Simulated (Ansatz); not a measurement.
Reaction (formal exchange of groups at the Al–C bond): `[CH3][Al]([CH3])[CH2]O` + `[SnH4]` → `[CH3][Al]([CH3])[SnH3]` + CH₃OH

Gas-phase electronic energies from Ansatz, PBE0-D4/def2-TZVP geometries. CBS: MP2 limit from def2 TZ/QZ plus the TZ coupled-cluster correction, frozen cores. This one scheme is used for every species. Functionals use def2-TZVPP. B3LYP here is the variant with VWN-RPA as its local correlation; programs differ in this. Elements past krypton have def2 core potentials. For Sn outer-core shells are correlated without core-valence functions, which leaves a few kJ/mol of doubt a bond. Each species was taken in one conformer, which may not be the lowest.

```json
{"level": "PBE-D4", "ΔE (kJ/mol)": "-72.6", "difference from CCSD(T)/CBS": "4.5"}
{"level": "r2SCAN-D4", "ΔE (kJ/mol)": "-69.8", "difference from CCSD(T)/CBS": "7.3"}
{"level": "PBE0-D4", "ΔE (kJ/mol)": "-75.2", "difference from CCSD(T)/CBS": "1.9"}
{"level": "B3LYP-D4", "ΔE (kJ/mol)": "-69.7", "difference from CCSD(T)/CBS": "7.4"}
{"level": "ωB97X-V", "ΔE (kJ/mol)": "-65.7", "difference from CCSD(T)/CBS": "11.4"}
{"level": "ωB97M-V", "ΔE (kJ/mol)": "-63.4", "difference from CCSD(T)/CBS": "13.7"}
{"level": "B2PLYP", "ΔE (kJ/mol)": "-70.7", "difference from CCSD(T)/CBS": "6.4"}
{"level": "PBE", "ΔE (kJ/mol)": "-73.1", "difference from CCSD(T)/CBS": "4.0"}
{"level": "r2SCAN", "ΔE (kJ/mol)": "-70.0", "difference from CCSD(T)/CBS": "7.1"}
{"level": "PBE0", "ΔE (kJ/mol)": "-75.4", "difference from CCSD(T)/CBS": "1.7"}
{"level": "B3LYP", "ΔE (kJ/mol)": "-70.3", "difference from CCSD(T)/CBS": "6.8"}
{"level": "HF/def2-TZVPP", "ΔE (kJ/mol)": "-75.5", "difference from CCSD(T)/CBS": "1.6"}
{"level": "MP2/def2-TZVPP", "ΔE (kJ/mol)": "-73.5", "difference from CCSD(T)/CBS": "3.6"}
{"level": "SCS-MP2/def2-TZVPP", "ΔE (kJ/mol)": "-71.8", "difference from CCSD(T)/CBS": "5.3"}
{"level": "CCSD/def2-TZVPP", "ΔE (kJ/mol)": "-71.5", "difference from CCSD(T)/CBS": "5.6"}
{"level": "CCSD(T)/def2-TZVPP", "ΔE (kJ/mol)": "-70.5", "difference from CCSD(T)/CBS": "6.6"}
{"level": "HF/def2-QZVPP", "ΔE (kJ/mol)": "-75.0", "difference from CCSD(T)/CBS": "2.1"}
{"level": "MP2/def2-QZVPP", "ΔE (kJ/mol)": "-77.0", "difference from CCSD(T)/CBS": "0.1"}
{"level": "SCS-MP2/def2-QZVPP", "ΔE (kJ/mol)": "-74.9", "difference from CCSD(T)/CBS": "2.2"}
{"level": "HF/CBS(def2)", "ΔE (kJ/mol)": "-74.9", "difference from CCSD(T)/CBS": "2.2"}
{"level": "MP2/CBS(def2)", "ΔE (kJ/mol)": "-80.0", "difference from CCSD(T)/CBS": "-2.9"}
{"level": "CCSD/CBS(def2)", "ΔE (kJ/mol)": "-78.0", "difference from CCSD(T)/CBS": "-0.9"}
{"level": "CCSD(T)/CBS", "ΔE (kJ/mol)": "-77.1", "difference from CCSD(T)/CBS": "0"}
```

Largest T1 diagnostic among the species: 0.013.
